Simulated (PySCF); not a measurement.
## Optical rotation: `O=C[C@@H](F)[C@H]1O[C@@H]1F`, C$_{4}$H$_{4}$F$_{2}$O$_{2}$

Geometry:
```tsv
atom	x (Å)	y (Å)	z (Å)
O1	2.174	-0.838	1.215
C2	1.830	-0.628	0.093
C3	0.746	0.364	-0.293
F4	0.376	0.140	-1.598
C5	-0.448	0.273	0.643
O6	-1.439	1.268	0.552
C7	-1.798	0.013	0.146
F8	-2.659	-0.651	0.945
H9	2.275	-1.132	-0.782
H10	1.165	1.382	-0.259
H11	-0.192	-0.035	1.654
H12	-2.029	-0.157	-0.901
```

Method used: TDDFT PBE0/def2-SVPD circular dichroism and optical rotation, one conformer, gas phase (PySCF). Geometry: GFN2-xTB.

The molecule is flexible and this is one conformer; a measurement averages over conformers. States above about 8.4 eV (minus the energy of the highest occupied orbital) lie near or above the ionisation threshold and depend on the basis.

Stereocentres: C3 S, C5 R, C7 R.

**Question.** What is the specific rotation at 633, 589.3, 546, 436, 405, 365, 355 nm?

**Answer.** [α] in deg dm⁻¹ (g/mL)⁻¹:
| λ (nm) | origin-invariant length gauge | modified velocity gauge | length gauge (centre of mass) | isotropic polarisability (au) |
| --- | --- | --- | --- | --- |
| 633 | -204.7 | -195.4 | -202.3 | 54.5 |
| 589.3 | -243.4 | -231.7 | -240.6 | 54.6 |
| 546 | -294.8 | -279.6 | -291.5 | 54.8 |
| 436 | -554.2 | -516.5 | -548.6 | 55.6 |
| 405 | -708.3 | -653.8 | -701.6 | 55.9 |
| 365 | -1074.3 | -971.3 | -1065.5 | 56.6 |
| 355 | -1230.3 | -1103.8 | -1220.8 | 56.8 |

**Question.** And for the mirror image at 589.3 nm?

**Answer.** +243.4 deg dm⁻¹ (g/mL)⁻¹ (origin-invariant length gauge): the same size and the opposite sign.

**Question.** What is the molar rotation [Φ] = [α]·M/100 of the geometry above at 589.3 nm?

**Answer.** With M = 122.07 g/mol, -297.1 deg cm² dmol⁻¹ (origin-invariant length gauge).

The first excitation lies at 4.21 eV (294 nm) with R = -3.9 × 10⁻⁴⁰ esu² cm² (velocity form).
